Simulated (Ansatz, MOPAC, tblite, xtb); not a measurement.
Dissociation curve of SeH, doublet.

Levels: GFN1-xTB (xtb); PM6, unrestricted, heats of formation (MOPAC); GFN2-xTB, 300 K electronic temperature (tblite); FCI = full CI/def2-SVP, cores with 3d frozen run with Ansatz (a first-principles code).

Energies relative to the lowest point of each curve near equilibrium, in kJ/mol; the last columns give the difference from FCI:

```
R / Å  GFN1-xTB    PM6  GFN2-xTB    FCI  GFN1-xTB − FCI  PM6 − FCI  GFN2-xTB − FCI
-----  --------  -----  --------  -----  --------------  ---------  --------------
1.16      160.2  141.3     129.6  180.9           -20.7      -39.6           -51.3
1.23       76.0   77.7      59.8   95.5           -19.5      -17.8           -35.7
1.33       17.4   23.0      12.8   27.6           -10.2       -4.6           -14.8
1.39        3.5    6.6       2.2    8.4            -4.9       -1.8            -6.2
1.42        0.5    2.3       0.1    3.2            -2.8       -1.0            -3.2
1.47        0.0    0.0       0.0    0.0             0.0        0.0             0.0
1.52        4.0    3.1       3.2    2.1             1.9        1.0             1.1
1.53        5.3    4.4       4.1    3.1             2.2        1.3             1.0
1.64       26.9   28.0      19.4   22.3             4.6        5.6            -2.9
1.70       43.6   47.2      30.5   37.6             6.0        9.6            -7.1
1.82       84.1   94.1      55.8   73.0            11.0       21.0           -17.2
2.00      152.9  171.1      98.5  129.0            23.9       42.1           -30.5
2.20      226.5  239.1     148.0  184.4            42.1       54.7           -36.3
2.44      303.9  286.3     203.2  234.1            69.8       52.2           -30.9
2.64      357.6  306.0     242.1  261.2            96.4       44.8           -19.0
2.92      415.9  317.9     284.8  282.8           133.1       35.1             2.0
3.23      459.8  321.9     317.2  293.0           166.8       28.9            24.3
3.62          —  322.9     339.7  297.6               —       25.3            42.0
3.99          —      —     348.1  299.1               —          —            49.0
4.39          —      —     350.7  299.7               —          —            51.0
5.26          —      —     351.5  300.0               —          —            51.6
```

GFN1-xTB is furthest from FCI at 3.23 (166.8 kJ/mol, above); its mean absolute difference over the points is 36.2 kJ/mol.

PM6 is furthest from FCI at 2.20 (54.7 kJ/mol, above); its mean absolute difference over the points is 21.5 kJ/mol.

GFN2-xTB is furthest from FCI at 5.26 (51.6 kJ/mol, above); its mean absolute difference over the points is 22.7 kJ/mol.

A dash means that the run gave no value there, or that the column was ended at a point which the program doubted or which failed a test of continuity chosen for this set; such a test can also cut sound points.

The scan ran from 1.16 to 5.85 Å; beyond the distances shown full CI changes its symmetry label.
